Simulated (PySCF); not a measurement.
C7H7NO.
Cartesian coordinates in Å at the GFN2-xTB level; atoms count from 1:
```
atom  x, y, z in Å
C1     4.5894    0.3153   -0.4838
C2     3.4935   -0.1129   -0.2357
C3     2.2140   -0.6106    0.0508
C4     1.0780    0.0414   -0.2261
C5    -0.2235   -0.5616    0.1121
O6    -0.3483   -1.6476    0.6431
N7    -1.2981    0.2197   -0.2300
C8    -2.6105   -0.1528   -0.0016
C9    -3.6563    0.5929   -0.3249
H10    5.5479    0.6839   -0.6986
H11    2.1566   -1.5834    0.5250
H12    1.0897    1.0140   -0.6981
H13   -1.1412    1.1159   -0.6694
H14   -2.6964   -1.1201    0.4718
H15   -4.6568    0.2599   -0.1260
H16   -3.5456    1.5550   -0.7975
```

Computed at PBE0/pcSseg-1 (PySCF, non-relativistic), with Q(17O) = −0.0256 b, Q(14N) = 0.02044 b: O6, 17O (I = 5/2): χzz = 9.374 MHz, η = 0.071; N7, 14N (I = 1): χzz = -3.989 MHz, η = 0.057.

Q: Where would the pure quadrupole (NQR) lines of 17O at O6 fall for the rigid, isolated species?

A: From the eigenvalues of H = χ/[4I(2I − 1)] × [3Iz² − I(I + 1) + η(Ix² − Iy²)], steps between neighbouring levels, labelled as for η = 0: ±1/2↔±3/2 1.414 MHz, ±3/2↔±5/2 2.809 MHz (amide oxygen).

Q: Find the zero-field quadrupole resonance frequencies of 14N at N7.

A: From ν± = (3/4)|χ|(1 ± η/3) and ν0 = |χ|η/2: ν+ 3.049 MHz, ν− 2.935 MHz, ν0 0.114 MHz (amide nitrogen).

In a crystal, neighbours and librations shift these lines. GFN2-xTB bond lengths can be off by several hundredths of an ångström, more for odd bonds, and the gradients follow them. The basis is small and wasn't made for field gradients, so the couplings can be 20 % off.

These values come from a run that also computed NMR shieldings. The run took 42 s of wall time on one thread of an x86-64 server, no GPU (shared host).

One conformer stands for the species.
